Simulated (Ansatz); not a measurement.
Reaction (redistribution): `B[SiH](C)BF` + `N[SiH2][SiH2][SiH3]` → `C[SiH](N)BF` + `B[SiH2][SiH2][SiH3]`

Calculated with Ansatz (gas phase, PBE0-D4/def2-TZVP geometries, no zero-point term in ΔE). CBS: MP2 limit from def2 TZ/QZ plus the TZ coupled-cluster correction, frozen cores. Functionals use def2-TZVPP. B3LYP here is the variant with VWN-RPA as its local correlation; programs differ in this. Each species was taken in one conformer, which may not be the lowest.

**Question.** Is it downhill or uphill in electronic energy at CCSD(T)/CBS, and by how much? (An estimate is asked.)

**Answer.** Computed: Downhill: ΔE = -10.5 kJ/mol.

**Question.** What do these levels give: PBE-D4, r2SCAN-D4, ωB97M-V, r2SCAN, PBE0, B3LYP, HF/def2-TZVPP, MP2/def2-TZVPP, CCSD/def2-TZVPP, CCSD(T)/def2-TZVPP, HF/def2-QZVPP, CCSD/CBS(def2)? (Estimate.)

**Answer.** Ansatz gave: PBE-D4 -7.5, r2SCAN-D4 -8.2, ωB97M-V -10.2, r2SCAN -7.8, PBE0 -8.1, B3LYP -7.4, HF/def2-TZVPP -9.1, MP2/def2-TZVPP -11.4, CCSD/def2-TZVPP -10.2, CCSD(T)/def2-TZVPP -10.3, HF/def2-QZVPP -9.0, CCSD/CBS(def2) -10.4 kJ/mol.

Largest T1 diagnostic among the species: 0.014.
